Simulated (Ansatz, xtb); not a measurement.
Isomers of C5H6N2Si in order of energy

12 gas-phase structures of C5H6N2Si, from a drawn sample of its isomers (lower ones may exist). Each was relaxed with GFN2-xTB:

A. `C#Cc1c[nH]nc1[SiH3]`, a singlet
B. `C#Cc1cnn([SiH3])c1`, a singlet
C. `C#Cc1cn[nH]c1[SiH3]`, a singlet
D. `C#Cn1nccc1[SiH3]`, a singlet
E. `C#Cc1cc([SiH3])n[nH]1`, a singlet
F. `C#Cc1n[nH]cc1[SiH3]`, a singlet
G. `C#Cn1ccc([SiH3])n1`, a singlet
H. `C#Cn1cc([SiH3])cn1`, a singlet
I. `C#Cc1ccnn1[SiH3]`, a singlet
J. `C#Cc1ccn([SiH3])n1`, a singlet
K. `C#Cc1[nH]ncc1[SiH3]`, a singlet
L. `C#Cc1cc([SiH3])[nH]n1`, a singlet

**Question.** Which do you expect lowest at r2SCAN-D4/def2-SVP, and how would the others follow?

**Answer.** Calculated order at r2SCAN-D4/def2-SVP: B (0.000), I (0.009), J (0.056), K (0.223), C (0.236), F (0.281), A (0.320), E (0.330), L (0.341), D (0.927), H (0.953), G (1.023) eV. Less than 1 kcal/mol parts B and I; K and C; F and A; A and E; E and L; D and H, so the order within those pairs means little.

Energies above the lowest of each column, in eV; the last columns are at PBE-D3(BJ)/def2-SVP geometries and were run for some of them only (a dash: not run or not comparable):

```tsv
structure	GFN2-xTB	HF/STO-3G	r2SCAN-D4/def2-SVP	PBE-D3(BJ)/def2-SVP	CCSD(T)/def2-SVP + ΔMP2/def2-TZVPP
B	0.045	0.000	0.000	0.003	0.000
I	0.000	0.032	0.009	0.000	0.025
J	0.081	0.054	0.056	0.059	0.038
K	0.892	0.684	0.223	0.212	0.398
C	0.888	0.621	0.236	0.221	0.401
F	0.969	0.712	0.281	0.272	0.412
A	0.983	0.670	0.320	–	–
E	0.973	0.704	0.330	–	–
L	0.959	0.693	0.341	–	–
D	0.852	1.105	0.927	–	–
H	0.904	1.138	0.953	–	–
G	0.957	1.143	1.023	–	–
```

CCSD(T)/def2-SVP + ΔMP2/def2-TZVPP has B and I and J within 1 kcal/mol of each other at the bottom, and every level picks one of them. Frequencies (GFN2-xTB) were run for B, C, F, I, J, K alone. ΔMP2 is the change of the MP2 energy from the smaller to the larger basis.

Over these structures GFN2-xTB departs from r2SCAN-D4/def2-SVP by 0.338 eV on average once a common shift is removed. A GFN2-xTB relaxation took about 0.32 s and the r2SCAN-D4/def2-SVP energy about 5.7 s on a shared host (Ansatz 0.2.0, xtb 6.7.1).
